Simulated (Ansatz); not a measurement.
```yaml
crystal:
  periodic: [false, false, false]
  atoms:
    - {symbol: B, position_ang: [-0.681731, 0.758718, -0.241284]}
    - {symbol: C, position_ang: [0.255819, 0.726250, -0.324743]}
    - {symbol: Ge, position_ang: [0.442528, -0.361957, 0.354671]}
    - {symbol: Se, position_ang: [-0.451677, -1.357956, -0.158347]}
    - {symbol: H, position_ang: [-1.350822, 0.471043, -0.771897]}
    - {symbol: H, position_ang: [-1.078143, 1.303617, 0.366903]}
    - {symbol: H, position_ang: [0.415512, 0.478123, -1.088064]}
    - {symbol: H, position_ang: [0.717622, 1.244804, -0.049090]}
    - {symbol: H, position_ang: [0.315850, -0.247685, 1.406404]}
    - {symbol: H, position_ang: [1.313262, -0.626588, 0.148481]}
    - {symbol: H, position_ang: [-0.078066, -1.990141, 0.320791]}
basis:
  gaussian: {orbitals: def2-mTZVP}
magnetization: {spin_polarized: true, initial_magnetization: 0}
hamiltonian: {xc: {name: BLYP}}
```

```sh
$ ansatz run in.yaml --threads 4 --pin off --events-out ev --progress --plain --max-ram 10444MiB
```

It prints (some lines left out):

```
Functional definition: BLYP
1379 factors; their error is unknown
mean field evaluation 1: about -123560.3101 eV, gradient 1.1e2 eV
mean field evaluation 2: about -123321.6079 eV, gradient 2.0e2 eV
mean field evaluation 4: about -123603.9919 eV, gradient 2.4e1 eV
mean field evaluation 8: about -123605.4719 eV, gradient 8.9e-2 eV
mean field evaluation 16: about -123605.4119 eV, gradient 2.1e-4 eV
mean field -123605.41191331 eV, -4542.4151050568 hartree, gradient 5.9e-5 eV, S^2 0.000000; 0 other end points of the search recorded, 0 dependent functions left out
reference -123605.41223931 eV, -4542.4151170369 hartree; 42, 42 occupied and 89, 89 virtual orbitals, 1379 factors
Total energy: -123605.41223931 eV, -4542.4151170369 hartree
```

Something in this input is off. What?

The geometry is squeezed to about two thirds of its size. The calculation finished and met its thresholds. The result belongs to that input, not to the molecule as meant.
